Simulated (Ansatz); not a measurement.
Geometry optimisation, Ansatz 0.2.0, RKS PBE-D4/STO-3G.

Input file:

```yaml
crystal:
  periodic: [false, false, false]
  atoms:
    - { symbol: C, position_ang: [-0.2358, -1.8085, 0.2597] }
    - { symbol: Si, position_ang: [1.0791, -0.5647, -0.1875] }
    - { symbol: C, position_ang: [0.4291, 1.2047, -0.3262] }
    - { symbol: B, position_ang: [-0.7731, 1.331, -1.2414] }
    - { symbol: O, position_ang: [-1.514, 2.1229, -0.1979] }
    - { symbol: Al, position_ang: [-0.4523, 1.7947, 1.2575] }
    - { symbol: H, position_ang: [-1.0518, -1.7191, -0.521] }
    - { symbol: H, position_ang: [-0.6756, -1.4836, 1.2293] }
    - { symbol: H, position_ang: [0.1354, -2.7739, 0.3332] }
    - { symbol: H, position_ang: [1.6656, -0.9516, -1.4559] }
    - { symbol: H, position_ang: [2.1194, -0.6305, 0.8645] }
    - { symbol: H, position_ang: [1.2817, 1.9102, -0.6147] }
    - { symbol: H, position_ang: [-1.3314, 0.5512, -2.011] }
    - { symbol: H, position_ang: [-0.6892, 0.9881, 2.6401] }
basis:
  gaussian: { orbitals: STO-3G }
hamiltonian:
  xc: pbe
  dispersion: d4
relax:
  f_tol: 0.015
  max_steps: 40
```

Command:

```bash
$ ansatz run input.yaml --threads 1 --pin off --max-ram 2048MiB --backend cpu --events-out ev --progress --plain --runs-dir out
```

Task: Where does it end, and by what steps?

Result: The forces met the threshold. Limits of this set-up: minimal basis. After 17 steps the energy has fallen by 2.827 eV; H14 moved furthest, 1.00 Å.

```json
{"step": "0", "energy less start (eV)": "0.0000", "largest force component (eV/Å)": "6.546", "accepted": "yes"}
{"step": "1", "energy less start (eV)": "-2.1268", "largest force component (eV/Å)": "1.968", "accepted": "yes"}
{"step": "2", "energy less start (eV)": "-2.5758", "largest force component (eV/Å)": "1.328", "accepted": "yes"}
{"step": "3", "energy less start (eV)": "-2.7078", "largest force component (eV/Å)": "0.633", "accepted": "yes"}
{"step": "4", "energy less start (eV)": "-2.7517", "largest force component (eV/Å)": "0.452", "accepted": "yes"}
{"step": "5", "energy less start (eV)": "-2.7836", "largest force component (eV/Å)": "0.446", "accepted": "yes"}
{"step": "6", "energy less start (eV)": "-2.7949", "largest force component (eV/Å)": "0.349", "accepted": "yes"}
{"step": "7", "energy less start (eV)": "-2.7988", "largest force component (eV/Å)": "0.373", "accepted": "yes"}
{"step": "8", "energy less start (eV)": "-2.8085", "largest force component (eV/Å)": "0.243", "accepted": "yes"}
{"step": "9", "energy less start (eV)": "-2.8121", "largest force component (eV/Å)": "0.183", "accepted": "yes"}
{"step": "10", "energy less start (eV)": "-2.8171", "largest force component (eV/Å)": "0.145", "accepted": "yes"}
{"step": "11", "energy less start (eV)": "-2.8221", "largest force component (eV/Å)": "0.296", "accepted": "yes"}
{"step": "12", "energy less start (eV)": "-2.8243", "largest force component (eV/Å)": "0.198", "accepted": "yes"}
{"step": "13", "energy less start (eV)": "-2.8261", "largest force component (eV/Å)": "0.074", "accepted": "yes"}
{"step": "14", "energy less start (eV)": "-2.8263", "largest force component (eV/Å)": "0.071", "accepted": "yes"}
{"step": "15", "energy less start (eV)": "-2.8263", "largest force component (eV/Å)": "0.117", "accepted": "yes"}
{"step": "16", "energy less start (eV)": "-2.8269", "largest force component (eV/Å)": "0.042", "accepted": "yes"}
{"step": "17", "energy less start (eV)": "-2.8270", "largest force component (eV/Å)": "0.008", "accepted": "yes"}
```

```xyz
14
Properties=species:S:1:pos:R:3
C -0.188 -1.828 0.316
Si 1.161 -0.655 -0.289
C 0.543 1.113 -0.216
B -0.824 1.343 -1.035
O -1.881 1.420 -0.142
Al -0.691 1.507 1.176
H -1.102 -1.741 -0.296
H -0.469 -1.624 1.364
H 0.142 -2.878 0.268
H 1.554 -1.054 -1.636
H 2.326 -0.825 0.573
H 1.380 1.796 -0.446
H -0.991 1.450 -2.202
H -0.972 1.947 2.595
```

The run took 80 s on 1 thread of Arm Neoverse V1, on a shared host, peak memory 0.18 GiB.
